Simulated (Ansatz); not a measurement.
Isolated molecules relaxed with PBE0-D4/def2-TZVP in Ansatz; ΔE leaves out vibrations. CCSD(T)/CBS is the MP2 limit (def2-TZVPP, def2-QZVPP) plus CCSD(T) − MP2 in def2-TZVPP, frozen cores. For Br outer-core shells are correlated without core-valence functions, which leaves a few kJ/mol of doubt a bond. Scalar relativity is left out up to krypton. Each species was taken in one conformer, which may not be the lowest.

`Br[Si]Br` + `O[Si](F)(Cl)O[SiH3]` → `Cl[Si]Br` + `O[Si](F)(Br)O[SiH3]`  (redistribution)

`Br[Si]Br`:

Cartesian coordinates in Å:
```
Br -1.067 1.456 -0.126
Si 0.137 -0.283 -0.890
Br 0.931 -1.172 1.017
```

`O[Si](F)(Cl)O[SiH3]`:

Z-matrix (Å, degrees):
```
Si
F 1 1.582
Cl 1 2.021 2 107.7
O 1 1.614 2 110.5 3 -117.0
O 1 1.605 2 107.8 3 120.5
H 4 0.959 1 118.6 2 -72.8
Si 5 1.646 1 147.8 2 -86.4
H 7 1.483 5 109.6 1 72.3
H 7 1.482 5 107.3 1 -168.2
H 7 1.483 5 109.6 1 -48.4
```

`Cl[Si]Br`:

```xyz
3

Cl   -1.203   -1.185   -0.210
Si    0.121   -0.038    0.904
Br    1.082    1.223   -0.693
```

`O[Si](F)(Br)O[SiH3]`:

Cartesian coordinates in Å:
```
O 1.494 2.030 -0.295
Si 1.142 0.461 -0.433
F 1.376 -0.030 -1.919
Br 2.527 -0.650 0.846
O -0.389 0.166 -0.048
Si -1.497 -0.930 0.484
H 0.827 2.670 -0.550
H -1.722 -1.959 -0.560
H -1.006 -1.570 1.728
H -2.752 -0.189 0.749
```

| level | ΔE (kJ/mol) |
| --- | --- |
| HF/def2-TZVPP | 9.4 |
| CCSD/def2-TZVPP | 7.4 |
| MP2/def2-QZVPP | 6.5 |
| MP2/CBS(def2) | 6.2 |

Problem. What does CCSD(T)/CBS give? (Estimate.)

Solution. The calculation gave: +6.5 kJ/mol. The listed levels differ from it by 2.9, 0.9, 0.0, -0.3 kJ/mol.

Largest T1 diagnostic among the species: 0.011.
